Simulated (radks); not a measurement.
Isoelectronic series with 27 electrons, all held in the configuration [Ar] 3d7 4s2, which need not be the ground one along the series. Calculated with a radial shooting solver on a logarithmic mesh with Libxc functionals: scalar-relativistic Kohn-Sham, PBE, spin-polarised, spherical densities, finite nucleus; open shells are filled with parallel spins first (spin-orbit coupling, left out, can overturn this in heavy ions); Fermi nuclear charge, rms radius of each element as measured or else 0.836 A^(1/3) + 0.57 fm. Total energies (hartree) and orbital eigenvalues (eV):

ion    E (hartree)    4s down      4s up
Co     -1393.22011    -5.1748    -5.7243
Ni+    -1520.02915   -14.6344   -15.2844
Cu2+   -1652.97918   -26.5828   -27.3176
Zn3+   -1792.05546   -40.7343   -41.5477
Ga4+   -1937.25672   -56.9467   -57.8356
Ge5+   -2088.58990   -75.1388   -76.1015
As6+   -2246.06727   -95.2601   -96.2955
Se7+   -2409.70374  -117.2779  -118.3854
Br8+   -2579.51758  -141.1706  -142.3495
Kr9+   -2755.52874  -166.9234  -168.1734
Rb10+  -2937.75932  -194.5267  -195.8476
Sr11+  -3126.23272  -223.9747  -225.3662
Zr13+  -3522.00977  -288.3934  -289.9260
Nb14+  -3729.36709  -323.3636  -324.9667
Mo15+  -3943.07490  -360.1765  -361.8502
Tc16+  -4163.16649  -398.8354  -400.5798
Ru17+  -4389.66968  -439.3442  -441.1595
Rh18+  -4622.62115  -481.7083  -483.5947
Pd19+  -4862.05270  -525.9335  -527.8912
